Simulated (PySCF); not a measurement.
dihydroxy(hydroxysilyl)silane (H6O3Si2), SMILES O[SiH2][SiH](O)O.

Coordinates come from a ωB97X-D3(BJ)/def2-SVP optimisation. One conformer was computed; it need not be the lowest.

Two levels are set side by side: TDA-PBE/def2-SVPD (PySCF) and TDA-M06-2X/def2-SVPD (PySCF). Vertical, same geometry. The lowest singlet is HOMO→LUMO 97 % with PBE and HOMO→LUMO 88 % with the other functional; states are paired by order. Differences are taken from unrounded values.

```csv
quantity,TDA-M06-2X
lowest singlet excitation (eV),6.23
lowest triplet excitation (TDA) (eV),5.67
```

**Question.** What does TDA-PBE give, and how far is it from TDA-M06-2X? (The exact figures need the calculation; the answer reports its results.)

**Answer.** 
```tsv
quantity	TDA-PBE	TDA-PBE minus TDA-M06-2X
lowest singlet excitation (eV)	5.46	-0.77
lowest triplet excitation (TDA) (eV)	4.96	-0.72
```

Functionals without exact exchange tend to place singlet excitations lower, as here. Differences between two approximate levels are no errors against the true value.

Rough cost on one machine, each run with all the roots and properties that it gave: TDA-M06-2X against TDA-PBE about 10 times.
